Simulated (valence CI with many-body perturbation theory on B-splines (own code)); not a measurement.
**Questions on Nb²⁵⁺**

Calculated by valence CI with perturbative core correlation (CI+MBPT): six valence electrons over a frozen Dirac-Fock core [Ne], a basis of 9 s, 9 p, 8 d, 6 f, 3 g, 1 h functions for each j, with the one-electron correlation potential Σ1 (screened to all orders), the two-electron term Σ2, the three-electron term Σ3, Breit, model QED; selected single and double excitations, second order for the rest, scaled by the run's own slope (own B-spline code, finite nucleus).

No measured levels were compared; by estimate levels of excited configurations hold to 0.05 to 0.15 % of their energy, terms of the ground configuration to about 0.5 %. Among the levels kept, up to 1500 cm⁻¹ of a level comes from second order outside the variational space, and about a tenth of that is noise between levels of different J, which matters for small intervals.

Levels are named by their leading jj configuration (3d3/2^4 stands for four electrons in 3d with j = 3/2), which in mixed levels can hold well under half, so a name can repeat and another be missing.

Rates and lifetimes use the calculated energies. Strong lines usually hold to 10 to 20 %, long lifetimes can be off by a factor of two.

What is the ground level?

(3s^2 3p1/2^2 3p3/2^2) J=2, composition 77 % 3s2.3p4 3P + 20 % 3s2.3p4 1D, g = 1.393.

What are the static dipole polarisabilities of the lowest levels?

(3s^2 3p1/2^2 3p3/2^2) J=2 0.0459 (tensor 0.0016); (3s^2 3p1/2^2 3p3/2^2) J=0 0.0456; (3s^2 3p1/2 3p3/2^3) J=1 0.0480 (tensor -0.0019); (3s^2 3p1/2 3p3/2^3) J=2 0.0476 (tensor -0.0052) bohr³, of which the core gives 0.000661.

Where does the other parity begin?

At (3s 3p1/2^2 3p3/2^3) J=2, 727400 cm⁻¹.

How well does LS coupling describe the low levels?

Among the lowest 20 levels the leading LS term, summed over configurations, holds 65 % on average. For single configurations the figures are 59 % in LS and 69 % in jj coupling. Terms mix most in the J = 2 level at 854480 cm⁻¹, where the leading one holds 30 %.

What is the ionisation energy?

1295.9 eV; NIST lists 1293.7 ± 1.8 eV (semi-empirical).

Among levels below 1268900 cm⁻¹, which E1 lines absorb most strongly from the ground level?

to (3s^2 3p1/2 3p3/2^2 3d3/2) J=3 at 8.194 nm, f = 0.290; to (3s^2 3p1/2 3p3/2^2 3d3/2) J=2 at 8.360 nm, f = 0.184; to (3s^2 3p1/2 3p3/2^2 3d3/2) J=1 at 8.291 nm, f = 0.158.

Name the longest-lived excited levels whose lifetime is computed, and their main decay.

(3s^2 3p1/2^2 3p3/2^2) J=0 at 63768 cm⁻¹ lives 484 ms, mostly by E2 to (3s^2 3p1/2^2 3p3/2^2) J=2; (3s^2 3p1/2^2 3p3/2 3d5/2) J=4 at 892770 cm⁻¹ lives 965 μs, mostly by M2 to (3s^2 3p1/2^2 3p3/2^2) J=2; (3s^2 3p1/2 3p3/2^2 3d5/2) J=4 at 1057300 cm⁻¹ lives 40.6 μs, mostly by M1 to (3s^2 3p1/2^2 3p3/2 3d3/2) J=3. The lifetime of (3s^2 3p1/2 3p3/2^2 3d5/2) J=4 is too uncertain to give, and may be longer. The lifetime of (3s^2 3p1/2 3p3/2^2 3d5/2) J=5 is too uncertain to give, and may be longer.
